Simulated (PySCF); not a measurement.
Relaxation of doublet CeH₄⁻

These are results of UB3LYP/[Ce def2-SVP with ECP28, H def2-SVP], scalar-relativistic core potentials, density fitting, no spin–orbit coupling, PySCF, not measurements. A (50,194) grid was used.

A hand-made tetrahedral start, of Td symmetry, held to at least that symmetry:

```xyz
5
charge -1 multiplicity 2, angstrom
Ce    0.0000    0.0000    0.0000
H     1.5922   -0.0001    1.1259
H    -1.5922    0.0000    1.1259
H     0.0000    1.5922   -1.1258
H     0.0000   -1.5922   -1.1259
```

**Question.** What does it relax to?

**Answer.** It ends at Td with Ce–H 2.183 Å (×4); H–Ce–H 109.5° (×6). A frequency run shows a minimum. Other isomers or separated fragments may lie lower.

**Question.** How much energy is released, and in how many steps?

**Answer.** 76.0 kJ/mol in 5 steps.

Other spin states or occupations of the open shell can lie lower. The pruned grid is coarse for the open f shell: energies are uncertain by about 2 kJ/mol and soft modes are noisy. The basis has no diffuse functions, which an anion would want. With an element this heavy the missing spin–orbit coupling can shift these numbers.

The relaxation took of the order of 50 core-seconds on a shared host.
